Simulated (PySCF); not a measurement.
C5H4F2. Atoms are numbered in the order given.

```xyz
11

F      1.0849     0.0000    -1.3934
C      0.0000     0.0000    -0.5815
F     -1.0849     0.0000    -1.3934
C      0.0000     1.1943     0.3518
C      0.0000     0.7442     1.6112
C      0.0000    -0.7442     1.6112
C      0.0000    -1.1943     0.3518
H      0.0000     2.2226    -0.0083
H      0.0000     1.3546     2.5155
H      0.0000    -1.3546     2.5155
H      0.0000    -2.2226    -0.0083
```

Coordinates come from a PBE0-D3(BJ)/def2-SVP optimisation. One conformer was computed; it need not be the lowest.

The numbers are results of PySCF with SMD-M06-2X/6-31G*, not measurements.

Solvation free energies are E(SMD) − E(gas) at the gas-phase geometry, for 1 M in both phases. In vacuum the dipole moment is 2.30 D.

```
solvent        ΔG(solv) (kcal/mol)  its non-electrostatic (CDS) part  dipole (D)
-------------  -------------------  --------------------------------  ----------
water                         -1.0                               3.8        2.96
chlorobenzene                 -5.2                              -1.6        2.80
toluene                        [?]                               [?]         [?]
```

Problem. What belongs in the gaps? (An estimate is asked for; the answer gives what the named calculation found.)

Solution. 
- toluene, ΔG(solv) (kcal/mol): -4.0
- toluene, its non-electrostatic (CDS) part: -1.7
- toluene, dipole (D): 2.61
